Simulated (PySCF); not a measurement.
# MF anions for M along the alkali metals

PBE0 with double-zeta basis sets in PySCF, for the lowest determinant that a PBE0 search found; no spin–orbit coupling. De refers to high-spin ground-configuration atoms (the charge goes to the atom of lower measured ionisation energy or higher electron affinity, which is not always the lowest computed limit). A positive dipole points towards F; it is taken about the centre of mass and depends on that origin.

```csv
M,basis,charged atom,state (unpaired electrons),Re (Å),ωe (cm⁻¹),De (eV),μ (D)
Li,aug-cc-pVDZ,F−,doublet (σ ↑),1.638,772,2.85,7.94
Na,def2-SVPD,F−,doublet (σ ↑),2.026,425,1.97,2.46
Rb,def2-SVPD,F−,doublet (σ ↑),2.449,294,1.86,2.02
Cs,def2-SVPD,F−,doublet (σ ↑),2.541,276,1.93,2.17
```

Problem. The row for M = K is missing. Estimate Re, ωe and De as the mean of the rows for Na and Rb, and compare with the calculation.

Solution. The means are 2.237 Å, 360 cm⁻¹ and 1.92 eV. PBE0 in def2-SVPD gives KF⁻ as a doublet (σ ↑) with Re = 2.304 Å, ωe = 347 cm⁻¹, De = 2.02 eV, so the estimate is off by -6.7 pm, +4 % and -0.10 eV.

The rows differ in basis set, which adds steps of its own.

Spin–orbit coupling is left out. For an ion De counts to the pair picked by the measured ionisation energies or electron affinities, which need not be the lowest pair at this level. The highest Kohn–Sham level is positive in some of these anions. Much of that is self-interaction error, but it also means that the finite basis helps to hold the extra electron. States were picked by a PBE0 search and need not be the measured ground states.
